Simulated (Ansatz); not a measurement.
The pair A = C2H4 (SMILES C=C) (first 6 atoms), B = C2H6O (SMILES COC); geometry from B3LYP-D3(BJ)/def2-TZVP.
(charge 0, multiplicity 1):
```xyz
15

C      0.518    -0.504     0.288
C     -0.398     0.437     0.469
H      0.860    -0.790    -0.700
H      0.967    -1.029     1.123
H     -0.735     0.719     1.459
H     -0.842     0.958    -0.371
C      0.704     0.765     4.145
O     -0.654     0.485     3.886
C     -0.966    -0.882     4.042
H      1.364     0.220     3.459
H      0.976     0.501     5.176
H      0.850     1.834     4.001
H     -0.385    -1.507     3.351
H     -2.025    -1.002     3.821
H     -0.771    -1.221     5.067
```

Correlated levels freeze the cores. MP2 and its Hartree–Fock in aug-cc-pVTZ are density fitted.

The values were computed with Ansatz (Gaussian basis) for Hartree–Fock, density functionals and correlated methods. Values without a source in brackets are computed.

The counterpoise-corrected interaction energy is E(AB) − E(A in the pair's basis) − E(B in the pair's basis). Total energies (hartree):

```csv
level,AB,A in the pair's basis,B in the pair's basis
HF/aug-cc-pVDZ,-232.1302372,-78.0439107,-154.0871718
MP2/aug-cc-pVDZ,-232.9237096,-78.3288597,-154.5922471
HF/aug-cc-pVTZ,-232.1926971,-78.0648729,-154.1287452
MP2/aug-cc-pVTZ,-233.1457600,-78.4046767,-154.7380892
CCSD(T)/aug-cc-pVDZ,-233.0175439,-78.3690626,-154.6459403
```

### Question
Work out the counterpoise-corrected interaction energy at the basis-set limit: extrapolate the MP2 correlation part as X⁻³, take Hartree–Fock from the larger set, and add the CCSD(T) − MP2 difference of aug-cc-pVDZ.

### Answer

1. Differences (1 hartree = 627.509 kcal/mol): HF/aug-cc-pVDZ 0.530; MP2/aug-cc-pVDZ -1.633; HF/aug-cc-pVTZ 0.578; MP2/aug-cc-pVTZ -1.879; CCSD(T)/aug-cc-pVDZ -1.594.
2. Correlation parts, MP2 less HF: -2.164 in aug-cc-pVDZ (X = 2), -2.457 in aug-cc-pVTZ (X = 3).
3. Limit (3³·(-2.457) − 2³·(-2.164))/(3³ − 2³) = -2.580; with HF/aug-cc-pVTZ it gives -2.002.
4. CCSD(T) less MP2 in aug-cc-pVDZ: 0.039.
Result: -1.96 kcal/mol, against -1.63 at MP2/aug-cc-pVDZ. It is an estimate of this method's limit, not of the exact value.

Ansatz is a program for electronic structure.
